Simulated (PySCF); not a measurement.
CH6O3Si2, SMILES C(O)([SiH2][SiH2]O)=O, singlet, GFN2-xTB optimised geometry.

```
12

O      0.18     1.71     0.52
C      0.96     0.78     0.54
O      2.21     0.93     0.96
Si     0.50    -1.01     0.00
Si    -1.81    -1.01     0.00
O     -2.34     0.52     0.00
H      2.39     1.86     1.22
H      1.23    -1.86     0.95
H      1.19    -1.14    -1.29
H     -2.39    -1.62    -1.20
H     -2.36    -1.68     1.19
H     -1.72     1.24     0.19
```

Density from PySCF with PBE/def2-TZVP at that geometry.

Minimum of the electron density along straight lines between bonded atoms, close to the bond critical point (lines longer than 1.1 times the sum of covalent radii, or with two minima, are not listed):

| bond | length / Å | ρ at the minimum / e bohr⁻³ | ∇²ρ there / e bohr⁻⁵ | position (fraction from the first atom) |
|---|---|---|---|---|
| O1–C2 | 1.216 | 0.417 | ___ | 0.66 |
| C2–O3 | 1.329 | 0.315 | -0.57 | 0.34 |
| C2–Si4 | 1.927 | 0.109 | 0.17 | 0.61 |
| Si4–Si5 | 2.317 | ___ | -0.17 | 0.61 |
| Si5–O6 | 1.619 | 0.146 | 0.91 | 0.42 |
| O3–H7 | 0.975 | 0.347 | -2.31 | 0.80 |
| Si4–H8 | 1.465 | 0.123 | 0.17 | 0.50 |
| Si4–H9 | 1.469 | 0.122 | 0.17 | 0.50 |
| Si5–H10 | 1.464 | 0.125 | ___ | 0.50 |
| Si5–H11 | 1.470 | 0.124 | 0.15 | 0.50 |
| O6–H12 | 0.963 | 0.349 | -2.41 | 0.81 |

### Question
Complete the blanks.

### Answer

- O1–C2, ∇²ρ there / e bohr⁻⁵: -0.25
- Si4–Si5, ρ at the minimum / e bohr⁻³: 0.095
- Si5–H10, ∇²ρ there / e bohr⁻⁵: 0.16
